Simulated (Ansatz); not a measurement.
Two isomers of CH5GeNS: A = `[NH2][GeH2][CH]=S`, B = `N=[CH][GeH2][SH]`.

Isolated molecules relaxed with PBE0-D4/def2-TZVP in Ansatz; ΔE leaves out vibrations. CBS: MP2 limit from def2 TZ/QZ plus the TZ coupled-cluster correction, frozen cores. Functionals use def2-TZVPP. B3LYP here is the variant with VWN-RPA as its local correlation; programs differ in this. For Ge outer-core shells are correlated without core-valence functions, which leaves a few kJ/mol of doubt a bond. Scalar relativity is left out up to krypton. One conformer a species, not always the lowest.

Task: Which isomer does CCSD(T)/CBS put lower? Give the gap. (An estimate is asked.)

Result: Computed: B, by 31.3 kJ/mol.

Task: Give E(B) − E(A) in kJ/mol with PBE0-D4, ωB97M-V, CCSD/def2-TZVPP, HF/def2-TZVPP, B3LYP, PBE-D4, B2PLYP. (An estimate is asked.)

Result: The calculation gave: PBE0-D4 -44.1, ωB97M-V -40.8, CCSD/def2-TZVPP -37.2, HF/def2-TZVPP -49.1, B3LYP -41.6, PBE-D4 -42.8, B2PLYP -35.3. None reverses the order clearly.

Largest T1 diagnostic: 0.014.

In def2-TZVPP, CCSD(T) changes the Hartree–Fock value by +15.1 kJ/mol (the triples alone add +3.2 kJ/mol) and MP2 by +21.5 kJ/mol.
